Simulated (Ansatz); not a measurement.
Reactions of `C#[C][SnH]([CH3])[F]`.

Isolated molecules relaxed with PBE0-D4/def2-TZVP in Ansatz; ΔE leaves out vibrations. CCSD(T)/CBS is the MP2 limit (def2-TZVPP, def2-QZVPP) plus CCSD(T) − MP2 in def2-TZVPP, frozen cores. This one scheme is used for every species. DFT in def2-TZVPP. Elements past krypton have def2 core potentials. For Ge, Sn outer-core shells are correlated without core-valence functions, which leaves a few kJ/mol of doubt a bond. Scalar relativity is left out up to krypton. Each species was taken in one conformer, which may not be the lowest.

```
                                                                            reaction  PBE-D4 (kJ/mol)  MP2/CBS(def2) (kJ/mol)
             `C#[C][SnH]([CH3])[F]` + `O[SiH2]F` → `C#C[SiH](O)F` + `[CH3][SnH2][F]`              -29                     -17
                    `C#[C][SnH]([CH3])[F]` + `OC(F)F` → `COC(F)F` + `C#[C][SnH2][F]`               89                     106
`C#[C][SnH]([CH3])[F]` + `O[SiH2][O][GeH3]` → `CO[SiH2][O][GeH3]` + `C#[C][SnH2][F]`               94                     113
                      `C#[C][SnH]([CH3])[F]` + CH₃SH → `C[S][SnH]([CH3])[F]` + `C#C`              -53                     -51
```

(1) Give the CCSD(T)/CBS values in the same order. (An estimate is asked.)

Largest T1 diagnostic: 0.014, for `C#[C][SnH2][F]`.

Answers

(1) The calculation gave: -19, 96, 103, -47 kJ/mol.
